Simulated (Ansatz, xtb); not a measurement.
Two isomers of C3H2ClFN2

Structure I: `Fc1cc(Cl)[nH]n1`, a singlet. Structure II: `Fc1cn[nH]c1Cl`, a singlet. Both are isolated molecules in the gas phase, relaxed with r2SCAN-D4/def2-SVP.

Quicker runs give these differences E(II) − E(I): GFN2-xTB +3.9 kcal/mol; HF/STO-3G +3.9 kcal/mol (at GFN2-xTB geometries); r2SCAN-D4/def2-SVP//GFN2-xTB +7.4 kcal/mol.

Problem. Estimate E(II) − E(I) at the level CCSD(T)/def2-SVP + ΔMP2/def2-TZVPP.

Solution. Calculated at CCSD(T)/def2-SVP + ΔMP2/def2-TZVPP: E(II) − E(I) = +6.8 kcal/mol, so structure I lies lower.

The same difference at several levels:

| level | geometry | E(II) − E(I) (kcal/mol) | departure from the last row (kcal/mol) | job, with rough time for the two |
| --- | --- | --- | --- | --- |
| GFN2-xTB | GFN2-xTB | +3.9 | −2.9 | optimisation, 0.096 s |
| HF/STO-3G | GFN2-xTB | +3.9 | −2.9 | single point, 0.34 s |
| r2SCAN-D4/def2-SVP//GFN2-xTB | GFN2-xTB | +7.4 | +0.6 | single point, 3.8 s |
| r2SCAN-D4/def2-SVP | r2SCAN-D4/def2-SVP | +7.4 | +0.6 | optimisation, 26 s |
| HF/def2-SVP | r2SCAN-D4/def2-SVP | +8.9 | +2.1 | part of the CCSD(T) run |
| MP2/def2-SVP | r2SCAN-D4/def2-SVP | +6.9 | +0.1 | part of the CCSD(T) run |
| CCSD(T)/def2-SVP | r2SCAN-D4/def2-SVP | +7.1 | +0.3 | single point |
| CCSD(T)/def2-SVP + ΔMP2/def2-TZVPP | r2SCAN-D4/def2-SVP | +6.8 |  | single point, 41 s |

As drawn, both hold the same kinds of bond in the same numbers.

The levels shown agree on the order. The largest departure from CCSD(T)/def2-SVP + ΔMP2/def2-TZVPP is that of HF/STO-3G, 2.9 kcal/mol. The last row adds to CCSD(T) the change of the MP2 difference between the two basis sets, here −0.3 kcal/mol.

With thermal terms from frequencies at re-optimised GFN2-xTB minima (ideal gas, soft modes damped towards free rotors, one conformer each, 298.15 K, 1 atm): on the last row, ΔE + ΔZPE = +6.8, ΔH = +6.8, ΔG = +6.7 kcal/mol.

The correlated steps freeze 11 core orbitals. Run with Ansatz 0.2.0, xtb 6.7.1; the last row on 2 threads of Arm Neoverse V2 on a shared host.
